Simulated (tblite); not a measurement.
C10H10O.
Geometry (GFN2-xTB, Å), atoms numbered from 1 in this order:
```
atom  x, y, z in Å
C1     2.5009    1.9814    3.1941
C2     2.6041    1.7170    2.0249
C3     2.7602    1.4223    0.6623
C4     1.8256    0.8144   -0.0979
C5     0.5565    0.3990    0.4065
C6    -0.4294   -0.2174   -0.2950
C7    -0.3000   -0.5653   -1.7053
C8    -1.2819   -0.5036   -2.5968
C9    -1.6603   -0.5578    0.4659
C10   -2.4413   -1.7689    0.0100
O11   -1.9940    0.0732    1.4457
H12    2.4019    2.2076    4.2138
H13    3.7063    1.7226    0.2288
H14    2.0434    0.6445   -1.1429
H15    0.3651    0.6106    1.4516
H16    0.6904   -0.8574   -2.0319
H17   -1.1193   -0.7510   -3.6320
H18   -2.2748   -0.1805   -2.3339
H19   -1.8651   -2.4021   -0.6569
H20   -3.3455   -1.4417   -0.5008
H21   -2.7515   -2.3301    0.8894
```

All values are computed: GFN2-xTB (tblite) harmonic vibrations without scaling, gas phase. Errors from tens to a few hundred cm⁻¹ against measured bands are possible. One conformer, not necessarily the lowest.

Harmonic wavenumbers (cm⁻¹): 28.7, 45.1, 68.4, 94.3, 117.0, 141.4, 179.0, 206.1, 252.6, 297.9, 310.2, 352.2, 421.2, 456.3, 511.5, 560.9, 573.5, 622.2, 634.9, 679.4, 696.6, 795.6, 810.0, 870.5, 891.9, 929.5, 965.0, 976.8, 996.2, 1009.5, 1014.2, 1091.1, 1150.2, 1205.6, 1238.1, 1292.2, 1313.3, 1364.9, 1371.9, 1412.4, 1451.6, 1464.0, 1560.4, 1588.5, 1666.8, 1713.0, 2232.0, 3016.9, 3036.2, 3041.8, 3043.6, 3060.1, 3060.5, 3082.2, 3108.0, 3132.9, 3394.7.

A = 1920, B = 604.5, C = 475.6 MHz; mass 146.073 u (most abundant isotopes); point group C1, symmetry number 1.

Question: What is the zero-point energy?

Answer: ½Σν̃ = 35301 cm⁻¹ = 422.29 kJ/mol.

Question: What is S at 298.15 K and 1 bar for an ideal gas of classical rigid rotors and harmonic oscillators?

Answer: Translation 171.02, rotation 128.63, vibration 172.20: S = 471.9 J/(mol K).

Question: And Cp and H(298.15 K) − H(0)?

Answer: Cp = 194.72 J/(mol K), of which vibrations give 161.47 (their classical limit is 57 R = 473.9); H(298.15 K) − H(0) = 35.51 kJ/mol without the zero-point energy, 25.60 from vibrations.

Question: Blend soft modes into free rotors: weight 1/[1 + (100 cm⁻¹/ν̃)⁴] for the oscillator and the rest for a rotor with moment μB/(μ + B), μ = h/(8π²ν), B = 10⁻⁴⁴ kg m². What vibrational entropy results?

Answer: 153.45 J/(mol K) in place of 172.20, which changes −T·S at 298.15 K by +5.59 kJ/mol.

Question: What must be added to the electronic energy to get the Gibbs energy at 298.15 K and 1 bar?

Answer: ZPE + [H(298.15 K) − H(0)] − T·S = 422.29 + 35.51 − 140.68 = 317.12 kJ/mol.

Hindered rotation and anharmonicity are outside this model. Other conformers, if any are populated, would add a mixing term that is left out. The structure is chiral; the term R ln 2 for an equal mix with its mirror image is left out.

Time: 0.86 s wall. Hardware: an Intel Xeon 6975P-C with one thread, on a shared host. This covers the Hessian and the dipole derivatives.
